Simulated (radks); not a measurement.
Neutral neon inside a hard spherical wall (all orbitals vanish at R), configuration held at [Ne] and not refilled when levels cross. Calculated with a radial shooting solver on a logarithmic mesh with Libxc functionals: non-relativistic Kohn-Sham, PBE, spin-polarised, spherical densities, point nucleus. Eigenvalues in eV for spin up, with the zero of energy where the potential of the charges vanishes at infinity; a dash marks a level that is unbound or too diffuse for the functional's potential to be trusted. A positive occupied level is held by the wall or, in an anion where self-interaction has pushed it up, behind a barrier. The pressure on the wall is -dE/dV.

R (bohr)  E (hartree)  kinetic (hartree)    e(1s)    e(2s)    e(2p)  e(3s, empty)  e(3p, empty)  pressure (GPa)
free       -128.86643            128.563  -829.66  -36.278  -13.347             -             -               0
20         -128.86643            128.563  -829.66  -36.278  -13.347             -             -        < 0.0001
12         -128.86643            128.563  -829.66  -36.278  -13.347             -             -        < 0.0001
10         -128.86643            128.563  -829.66  -36.278  -13.347         0.280         1.972        < 0.0001
8          -128.86642            128.563  -829.66  -36.277  -13.347         0.799         3.067        0.000348
3          -128.74002            129.272  -825.09  -33.246   -9.982        27.493        35.509            73.1
2.5        -128.46854            130.510  -819.02  -29.362   -5.541        49.417        57.666             354
2          -127.49635            134.241  -804.01  -19.365    5.703        98.786        103.98            2070
1.5        -123.51781            146.320  -765.67   10.806   37.346        230.04        218.16           16100
